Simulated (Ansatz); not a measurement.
Consider the ligand exchange at the Si–N bond: `FBN[SiH3]` + `N[SiH2]S` → `N[SiH2]S[SiH3]` + `NBF`.

Calculated with Ansatz (gas phase, PBE0-D4/def2-TZVP geometries, no zero-point term in ΔE). CCSD(T)/CBS adds triple-zeta CCSD(T) − MP2 to the extrapolated MP2 energy (def2 sets, frozen cores). This one scheme is used for every species. DFT in def2-TZVPP. One conformer a species, not always the lowest.

```
             level  ΔE (kcal/mol)  difference from CCSD(T)/CBS
            PBE-D4           -7.8                         -2.5
         r2SCAN-D4           -6.4                         -1.1
           PBE0-D4           -7.4                         -2.1
           ωB97X-V           -5.2                          0.1
           ωB97M-V           -5.3                          0.0
               PBE           -7.2                         -1.9
              PBE0           -6.9                         -1.6
SCS-MP2/def2-TZVPP           -4.4                          0.9
     HF/def2-QZVPP           -2.0                          3.3
SCS-MP2/def2-QZVPP           -4.7                          0.6
       CCSD(T)/CBS           -5.3                            0
```

Largest T1 diagnostic among the species: 0.012.

The D4 term adds −1.0 kcal/mol with B3LYP and −0.5 kcal/mol with PBE0; it sums over pairs of atoms, weighted by their polarisabilities, and B3LYP, whose exchange is more repulsive, gets the larger term. In def2-TZVPP, CCSD(T) changes the Hartree–Fock value by −2.4 kcal/mol (the triples alone add −0.6 kcal/mol) and MP2 by −3.4 kcal/mol.

B3LYP here is the variant with VWN-RPA as its local correlation; programs differ in this.
